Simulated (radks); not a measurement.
The mean radii <r> (bohr) of the occupied orbitals of an atom or ion are listed with their occupations. All-electron calculation, scalar-relativistic Kohn-Sham, PBE, spin-polarised, spherical densities, point nucleus. Program: a radial shooting solver on a logarithmic mesh with Libxc functionals.

| orbital | occ. | <r> |
|---|---|---|
| 1s down | 1 | 0.06644 |
| 1s up | 1 | 0.06644 |
| 2s up | 1 | 0.3084 |
| 2s down | 1 | 0.3080 |
| 2p up | 3 | 0.2743 |
| 2p down | 3 | 0.2739 |
| 3s up | 1 | 0.9486 |
| 3s down | 1 | 0.9498 |
| 3p up | 3 | 1.016 |
| 3p down | 3 | 1.020 |
| 3d up | 3 | 1.414 |
| 4s up | 1 | 3.283 |
| 4s down | 1 | 3.481 |

Name the element and its charge. Open shells, if any, are filled with parallel spins first.

Answer. Z = 23, vanadium, charge 0: V in [Ar] 3d3 4s2. The 1s radius gives Z: for a bare nucleus <r> = (2 gamma + 1)/(2Z) with gamma = sqrt(1 - (Z/c)^2), 0.0646 bohr for Z = 23, and screening makes it slightly larger (0.06644 here). The occupations add up to 23, and the charge is Z minus that.
